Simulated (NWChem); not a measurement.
Species: HSe anion

```xyz
2

Se     0.0000     0.0000    -0.0933
H      0.0000     0.0000     1.3899
```
Atoms are numbered in this order, from 1.

Level: B3LYP/def2-SVPD (NWChem), optimised geometry, unscaled harmonic frequencies. This build's default masses of Se (78.918 u) and Br (79.917 u) are each other's, which moves their modes by up to 0.6 %. The highest occupied level is positive, so the extra electron may be held by the finite basis.

Problem. List the harmonic frequencies with IR intensities, and the thermochemistry.

Solution. 
```csv
frequency (cm⁻¹),IR intensity (km/mol)
2346,113.9
```

| Item | Result |
|---|---|
| zero-point energy | 3.4 kcal/mol |
| thermal correction to the enthalpy at 298.15 K (with zero-point energy) | 5.4 kcal/mol |
| heat capacity Cv | 5.0 cal/(mol K) |
| entropy at 298.15 K and 1 atm (symmetry number 1) | 47.6 cal/(mol K) |

Rigid rotor and harmonic oscillator.
